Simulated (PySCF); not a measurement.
## Excitation energy of Sn by level of theory

Sn [Kr] 4d10 5s2 5p2 (3P) → Sn [Kr] 4d10 5s2 5p1 6s1 (3P), as a difference of total energies. All numbers are calculated (PySCF 2.14, the non-relativistic Hamiltonian (point nucleus), in dyall-av2z). Correlated levels: valence: [Kr] 4d10 frozen; virtual orbitals above 40 to 60 times the deepest correlated orbital energy dropped. The calculations carry no spin-orbit coupling.

```csv
method,excitation energy (eV),difference from reference (eV)
UHF,4.369,+0.094
LDA,4.383,+0.108
PBE,4.286,+0.011
PBE0,4.403,+0.128
r2SCAN,4.582,+0.307
TPSS,4.398,+0.123
M06-2X,4.306,+0.031
B97-3,4.368,+0.093
MP2 (valence),4.391,+0.116
SCS-MP2 (valence),4.378,+0.103
```

Reference: 4.275 eV (measured; NIST levels, between the centres of gravity of the two terms).

These non-relativistic numbers lack the scalar-relativistic shift.

The promoted electron is Rydberg-like, and one or two diffuse shells describe it only roughly, which tends to raise the upper state.
